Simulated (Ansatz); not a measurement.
Be2Cl4⁺. The state is a doublet with charge 1. Geometry r2SCAN-D4/def2-SVP, that of the neutral singlet; atoms count from 1.

```csv
atom,x (Å),y (Å),z (Å)
Be1,-0.0673,-1.1090,0.7158
Be2,0.0701,1.1079,-0.7173
Cl3,0.8979,0.6480,1.0884
Cl4,0.1582,2.6549,-1.7108
Cl5,-0.8880,-0.6521,-1.0940
Cl6,-0.1708,-2.6497,1.7178
```

The structure comes from a short search, and lower isomers may exist.

**Question.** Estimate the Mulliken populations from the PBE0/def2-TZVP orbitals of Ansatz.

**Answer.** 
| atom | charge (e) | spin (α − β) |
| --- | --- | --- |
| Be1 | 0.29 | -0.03 |
| Be2 | 0.29 | -0.03 |
| Cl3 | 0.03 | 0.05 |
| Cl4 | 0.18 | 0.47 |
| Cl5 | 0.03 | 0.05 |
| Cl6 | 0.18 | 0.47 |
Mulliken values and Mayer orders depend strongly on the basis.

**Question.** Where does the spin sit?

**Answer.** Summed by element: Be -0.05, Cl 1.05, of 1 unpaired in all. Largest on single atoms: Cl6 0.47, Cl4 0.47, Cl5 0.05.

**Question.** And the Mayer bond orders between bonded heavy atoms (over 0.3)?

**Answer.** Be1–Cl3 0.78 (2.04 Å); Be1–Cl5 0.78 (2.04 Å); Be1–Cl6 1.16 (1.84 Å); Be2–Cl3 0.78 (2.04 Å); Be2–Cl4 1.16 (1.84 Å); Be2–Cl5 0.78 (2.04 Å). Values over 0.3 also appear between atoms too far apart for a bond (Cl4–Cl6 0.36 at 6.32 Å); they arise where an orbital or an unpaired electron spreads over both atoms.
